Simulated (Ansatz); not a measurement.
An input meant for the cluster Hg₃ (charge 0, singlet; atoms displaced at random, 0.08 Å in each coordinate).

```yaml
crystal:
  periodic: [false, false, false]
  atoms:
    - {symbol: Hg, position_ang: [-1.337657, 0.346953, -1.286654]}
    - {symbol: Hg, position_ang: [0.601726, 1.373827, 0.962687]}
    - {symbol: Hg, position_ang: [0.679883, -1.763909, 0.370699]}
basis:
  gaussian: {orbitals: def2-SVP}
total_charge: 3
magnetization: {spin_polarized: true, initial_magnetization: 1}
hamiltonian: {xc: {name: wB97X}}
scf: {omitted_lower_state_checks: [starts]}
output: {forces: true}
```

```sh
$ ansatz run in.yaml --threads 4 --pin off --events-out ev --progress --plain --max-ram 3916MiB
```

Output, abridged:

```
Functional definition: wB97X
  name "wB97X"
  cite "Chai & Head-Gordon, J. Chem. Phys. 128, 084106 (2008) doi:10.1063/1.2834918"
  cite "Becke, J. Chem. Phys. 107, 8554 (1997) doi:10.1063/1.475007"
  parameter omega = 0.3/bohr
  parameter cx = 0.157706
  parameter cx1 = 0.726479
  parameter cx2 = 1.04760
  parameter cx3 = -5.70635
  parameter cx4 = 13.2794
  parameter css1 = -4.33879
  parameter css2 = 18.2308
  parameter css3 = -31.7430
  parameter css4 = 17.2901
  parameter cos1 = 2.37031
  parameter cos2 = -11.3995
  parameter cos3 = 6.58405
  parameter cos4 = -3.78132
  # The coefficients of nought are those of the uniform gas.
  exchange = spin_sum(e_x_unif_sr(omega)*poly(b97_u_x, 1 - cx, cx1, cx2, cx3, cx4)) + cx*exact_x_sr(omega)
      + exact_x_lr(omega)
  correlation = spin_sum(e_c_pw_same_spin*poly(b97_u_same, 1, css1, css2, css3, css4))
      + integral(e_c_pw_opposite_spin*poly(b97_u_opposite, 1, cos1, cos2, cos3, cos4))
these checks for a lower state are left out or cut short: starts
978 factors; integrals over basis functions are off by at most 5.8e-4 eV
237 factors; integrals over basis functions are off by at most 9.0e-6 eV
mean field evaluation 1: about -12491.6925 eV, gradient 1.8e1 eV
mean field evaluation 2: about -12492.1982 eV, gradient 1.4e1 eV
mean field evaluation 4: about -12492.7789 eV, gradient 5.7e-1 eV
mean field evaluation 8: about -12492.8655 eV, gradient 1.3e-1 eV
mean field evaluation 16: about -12492.8677 eV, gradient 7.6e-3 eV
mean field evaluation 32: about -12492.8677 eV, gradient 1.8e-5 eV
mean field -12492.86765934 eV, -459.1044185109 hartree, gradient 1.8e-5 eV, S^2 0.866568; 0 other end points of the search recorded, 0 dependent functions left out
the calculation of the forces begins
reference -12492.86762901 eV, -459.1044173963 hartree; 29, 28 occupied and 67, 68 virtual orbitals, 978 factors
Total energy: -12492.86762901 eV, -459.1044173963 hartree
Atom 0 at    -1.337657     0.346953    -1.286654 Å, force    -0.452453     0.784077    -0.304964 eV/Å
Atom 1 at     0.601726     1.373827     0.962687 Å, force    -0.196155    -0.145306    -0.236405 eV/Å
Atom 2 at     0.679883    -1.763909     0.370699 Å, force     0.648609    -0.638771     0.541369 eV/Å
Dipole moment:     0.042392     0.169466     0.080736 e Å
Checks for a lower state left out: starts
```

In this input the charge is far from what the species holds (3 typed, 0 meant). The run converged. The result belongs to that input, not to the species as meant.

In the def2 sets Hg takes a core potential; there is no spin–orbit coupling. The charge 3 doublet is spin-contaminated (final ⟨S²⟩ up to 0.87, 0.75 for a pure state).
